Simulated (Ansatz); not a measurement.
Relaxation of FGaH$_{5}$N (8 atoms, charge 0, multiplicity 1), to a largest force component of 0.03 eV/Å in at most 50 steps.

Computed with Ansatz 0.2.0, RHF/def2-SVP.

```xyz
8
Properties=species:S:1:pos:R:3
Ga 0.019 -0.209 0.151
N 0.006 -0.096 2.046
H -0.782 -0.426 2.573
H 0.849 -0.238 2.570
H 1.421 -0.128 -0.537
H -1.364 -0.432 -0.546
F -0.311 2.584 0.847
H -0.256 2.097 1.617
```

**Question.** Where does it end, and by what steps?

**Answer.** The run converged. After 7 steps the energy has fallen by 0.122 eV; H8 moved furthest, 0.35 Å.

```
step  energy less start (eV)  largest force component (eV/Å)  accepted
   0                  0.0000                           1.020       yes
   1                 -0.0866                           0.221       yes
   2                 -0.0482                           0.767        no
   3                 -0.1094                           0.177       yes
   4                 -0.1161                           0.202       yes
   5                 -0.1196                           0.182       yes
   6                 -0.1212                           0.056       yes
   7                 -0.1220                           0.023       yes
```

```xyz
8
Properties=species:S:1:pos:R:3
Ga 0.000 -0.051 0.172
N -0.014 0.049 2.055
H -0.790 -0.337 2.563
H 0.829 -0.148 2.564
H 1.407 -0.027 -0.512
H -1.374 -0.348 -0.516
F -0.272 2.262 0.805
H -0.205 1.752 1.589
```

Time of the run: 12 s on 1 thread of Arm Neoverse V2 (shared host), peak memory 0.16 GiB.
